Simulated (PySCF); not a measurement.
3-fluoropenta-1,4-diyne (C5H3F), SMILES C#CC(C#C)F.

The structure is a stationary point at B3LYP-D3(BJ)/def2-SVP.

Level of theory: PySCF with TDDFT-PBE0/def2-SVPD.

Vertical excitations.  State labels are in the subgroup Cs.

Problem. Estimate the UV-visible absorptions. (An estimate is asked for; the answer gives what the named calculation found.)

Solution. 
```csv
state,symmetry,energy (eV),λ (nm),f,main pairs
S1,A",5.86,211,0.006,"HOMO→LUMO 68 %, HOMO−2→LUMO 23 %"
S2,A',5.95,208,0.002,HOMO−1→LUMO 88 %
S3,A",6.36,195,0.024,"HOMO−2→LUMO 56 %, HOMO→LUMO+1 15 %, HOMO→LUMO 14 %"
S4,A',6.72,184,0.007,"HOMO−3→LUMO 53 %, HOMO−1→LUMO+1 25 %, HOMO→LUMO+3 15 %"
S5,A",6.79,183,0.010,"HOMO→LUMO+1 43 %, HOMO−2→LUMO+1 39 %, HOMO−3→LUMO+3 7 %"
S6,A',7.06,176,0.002,"HOMO−3→LUMO+1 42 %, HOMO→LUMO+3 24 %, HOMO−1→LUMO+1 13 %, HOMO−2→LUMO+3 9 %"
S7,A",7.73,160,0.150,"HOMO−2→LUMO+1 37 %, HOMO−1→LUMO+3 24 %, HOMO→LUMO+1 20 %, HOMO−2→LUMO 11 %"
S8,A',7.76,160,0.033,"HOMO−1→LUMO+1 43 %, HOMO−2→LUMO+3 22 %, HOMO−3→LUMO 18 %, HOMO−1→LUMO+2 9 %"
S9,A',7.84,158,0.012,"HOMO→LUMO+3 45 %, HOMO−3→LUMO+1 17 %, HOMO→LUMO+4 13 %, HOMO−3→LUMO 12 %"
S10,A",7.91,157,0.000,HOMO→LUMO+2 82 %
T1,A",4.89,254,0,"HOMO→LUMO 51 %, HOMO−2→LUMO 21 %, HOMO→LUMO+1 8 %, HOMO−3→LUMO+4 8 %"
T2,A',5.12,242,0,"HOMO−3→LUMO 32 %, HOMO−1→LUMO 21 %, HOMO−2→LUMO+3 18 %, HOMO−1→LUMO+1 12 %"
T3,A",5.38,231,0,"HOMO−2→LUMO 44 %, HOMO→LUMO 27 %, HOMO−1→LUMO+3 13 %"
T4,A',5.48,226,0,"HOMO−1→LUMO 56 %, HOMO−3→LUMO 13 %, HOMO→LUMO+4 13 %"
```
Triplets are in the Tamm–Dancoff approximation, which puts them higher than full response would, so one can lie above its singlet here.
